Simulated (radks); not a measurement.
All-electron atom: Tb II in [Kr] 4d10 4f9 5s1 5p6 6s1 7s1 (not the ground configuration).

All-electron calculation, scalar-relativistic Kohn-Sham, XLYP, spin-polarised, spherical densities, point nucleus; open shells are filled with parallel spins first (spin-orbit coupling, left out, can overturn this in heavy ions). Program: a radial shooting solver on a logarithmic mesh with Libxc functionals.

Energy parts (Ry):
| part | energy |
|---|---|
| total | -23417.1173 |
| kinetic | 25207.0939 |
| electron-nucleus | -57157.0304 |
| Hartree | 9047.2035 |
| exchange-correlation | -514.3844 |

Orbitals (lengths in bohr, moments of r in powers of bohr; <r^-3> diverges for s and p1/2):
[
 {"orbital": "1s up", "occ.": "1", "eigenvalue (Ry)": "-3813.713", "<r^-3>": "-", "<r>": "0.02150"},
 {"orbital": "1s down", "occ.": "1", "eigenvalue (Ry)": "-3813.703", "<r^-3>": "-", "<r>": "0.02150"},
 {"orbital": "2s up", "occ.": "1", "eigenvalue (Ry)": "-633.1378", "<r^-3>": "-", "<r>": "0.09148"},
 {"orbital": "2s down", "occ.": "1", "eigenvalue (Ry)": "-633.1292", "<r^-3>": "-", "<r>": "0.09148"},
 {"orbital": "2p up", "occ.": "3", "eigenvalue (Ry)": "-562.7063", "<r^-3>": "12110", "<r>": "0.08087"},
 {"orbital": "2p down", "occ.": "3", "eigenvalue (Ry)": "-562.6984", "<r^-3>": "12110", "<r>": "0.08087"},
 {"orbital": "3s up", "occ.": "1", "eigenvalue (Ry)": "-141.3288", "<r^-3>": "-", "<r>": "0.2394"},
 {"orbital": "3s down", "occ.": "1", "eigenvalue (Ry)": "-141.1859", "<r^-3>": "-", "<r>": "0.2393"},
 {"orbital": "3p up", "occ.": "3", "eigenvalue (Ry)": "-119.6139", "<r^-3>": "2556", "<r>": "0.2382"},
 {"orbital": "3p down", "occ.": "3", "eigenvalue (Ry)": "-119.4714", "<r^-3>": "2560", "<r>": "0.2380"},
 {"orbital": "3d up", "occ.": "5", "eigenvalue (Ry)": "-91.31797", "<r^-3>": "343.5", "<r>": "0.2166"},
 {"orbital": "3d down", "occ.": "5", "eigenvalue (Ry)": "-91.20725", "<r^-3>": "344.1", "<r>": "0.2164"},
 {"orbital": "4s up", "occ.": "1", "eigenvalue (Ry)": "-29.02365", "<r^-3>": "-", "<r>": "0.5417"},
 {"orbital": "4s down", "occ.": "1", "eigenvalue (Ry)": "-28.69433", "<r^-3>": "-", "<r>": "0.5417"},
 {"orbital": "4p up", "occ.": "3", "eigenvalue (Ry)": "-21.87933", "<r^-3>": "570.6", "<r>": "0.5740"},
 {"orbital": "4p down", "occ.": "3", "eigenvalue (Ry)": "-21.55237", "<r^-3>": "569.9", "<r>": "0.5740"},
 {"orbital": "4d up", "occ.": "5", "eigenvalue (Ry)": "-12.07932", "<r^-3>": "63.98", "<r>": "0.6242"},
 {"orbital": "4d down", "occ.": "5", "eigenvalue (Ry)": "-11.75294", "<r^-3>": "63.87", "<r>": "0.6244"},
 {"orbital": "5s up", "occ.": "1", "eigenvalue (Ry)": "-4.70516", "<r^-3>": "-", "<r>": "1.303"},
 {"orbital": "5s down", "occ.": "0", "eigenvalue (Ry)": "-4.47145", "<r^-3>": "-", "<r>": "1.319"},
 {"orbital": "5p up", "occ.": "3", "eigenvalue (Ry)": "-2.97087", "<r^-3>": "79.19", "<r>": "1.517"},
 {"orbital": "5p down", "occ.": "3", "eigenvalue (Ry)": "-2.78361", "<r^-3>": "74.78", "<r>": "1.545"},
 {"orbital": "4f up", "occ.": "7", "eigenvalue (Ry)": "-1.48370", "<r^-3>": "8.521", "<r>": "0.8549"},
 {"orbital": "4f down", "occ.": "2", "eigenvalue (Ry)": "-1.17876", "<r^-3>": "8.276", "<r>": "0.8864"},
 {"orbital": "6s up", "occ.": "1", "eigenvalue (Ry)": "-0.94854", "<r^-3>": "-", "<r>": "3.300"},
 {"orbital": "6s down", "occ.": "0", "eigenvalue (Ry)": "-0.89421", "<r^-3>": "-", "<r>": "3.352"},
 {"orbital": "6p up", "occ.": "0", "eigenvalue (Ry)": "-0.61361", "<r^-3>": "10.11", "<r>": "4.149"},
 {"orbital": "7s up", "occ.": "1", "eigenvalue (Ry)": "-0.33990", "<r^-3>": "-", "<r>": "7.232"}
]

The highest occupied level is 7s up at -4.625 eV. The configuration is held as typed, so some empty levels lie below it. Summed over all electrons, <r^2> = 105.2 bohr^2, which gives a Langevin (diamagnetic) susceptibility term of -83.3 x 10^-6 cm^3/mol. Spin moment in Bohr magnetons: 8. The density falls to 0.001 e/bohr^3 at r = 4.24 bohr.
